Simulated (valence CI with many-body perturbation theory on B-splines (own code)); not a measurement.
E1 line list for Yb XXII

Level of theory: configuration interaction combined with many-body perturbation theory (CI+MBPT): three valence electrons over a frozen Dirac-Fock core [Kr] 4d10, radial functions for each j: 8 s, 8 p, 9 d, 9 f, 6 g, 3 h, 2 i, with the one-electron correlation potential Σ1, the two-electron term Σ2, the three-electron term Σ3, Breit, model QED; selected CI, second order for the rest (own B-spline code, finite nucleus).

No measured levels were compared; by estimate terms of the open shell hold to a few per cent of their energy, and close levels can change places. Core correlation moves these levels by up to 44000 cm⁻¹, and in measured spectra 5 to 20 % of such shifts remained as error; rates that hang on mixing are uncertain with them.

Lines 151 to 164 of 164 in falling wavelength, among levels below 75.653 eV, chosen from the strongest by gf and those to the six lowest levels. Wavelengths and rates use the calculated energies, so an error of 2000 cm⁻¹ moves a line at 18.07 nm by 0.36 % and its rate by three times that or more. Electric multipoles are in the length gauge, E1 and E2 with the static RPA response of the core. Weak lines are less certain than strong ones. Lines between different terms over intervals too small for the method are left out, as are lines whose strength nearly cancels. The highest levels of a list are the least certain.

Names give the largest LS component (configuration and term), which can be under half, so a name can repeat, a term be missing and a line seem to break the LS rules; names also repeat where a configuration has a term twice.

| λ vac (nm) | Upper | Lower | A (s⁻¹) | S (a.u.) with core polarisation | S without |
| --- | --- | --- | --- | --- | --- |
| 18.07 | 4f2 5s 4P_3/2 | 4f3 4F°_3/2 | 5.43e+04 | 6.32e-07 | 4.86e-07 |
| 17.99 | 4f2 5s 2H_11/2 | 4f3 4I°_9/2 | 4.37e+01 | 1.51e-09 | 1.04e-08 |
| 17.83 | 4f2 5s 2P_3/2 | 4f3 4S°_3/2 | 1.24e+05 | 1.38e-06 | 9.89e-07 |
| 17.79 | 4f2 5s 2P_1/2 | 4f3 4F°_3/2 | 4.92e+05 | 2.73e-06 | 2.32e-06 |
| 17.77 | 4f2 5s 2I_13/2 | 4f3 4I°_13/2 | 1.70e+04 | 6.58e-07 | 6.43e-07 |
| 17.76 | 4f2 5s 2I_11/2 | 4f3 4I°_13/2 | 1.29e+04 | 4.26e-07 | 3.03e-07 |
| 17.74 | 4f2 5s 2G_9/2 | 4f3 4I°_9/2 | 3.97e+03 | 1.09e-07 | 9.23e-08 |
| 17.71 | 4f2 5s 2P_3/2 | 4f3 4F°_5/2 | 1.54e+05 | 1.69e-06 | 1.51e-06 |
| 17.71 | 4f2 5s 4P_5/2 | 4f3 4F°_3/2 | 1.15e+03 | 1.89e-08 | 1.97e-08 |
| 17.56 | 4f2 5s 2F_7/2 | 4f3 4I°_9/2 | 4.20e+03 | 8.98e-08 | 6.85e-08 |
| 17.46 | 4f2 5s 2P_3/2 | 4f3 4F°_3/2 | 7.09e+01 | 7.44e-10 | 2.24e-09 |
| 17.42 | 4f2 5s 2I_13/2 | 4f3 4I°_11/2 | 1.49e+03 | 5.43e-08 | 1.02e-07 |
| 17.41 | 4f2 5s 2I_11/2 | 4f3 4I°_11/2 | 3.37e+03 | 1.05e-07 | 8.11e-08 |
| 17.04 | 4f2 5s 2I_11/2 | 4f3 4I°_9/2 | 1.08e+02 | 3.17e-09 | 1.53e-08 |
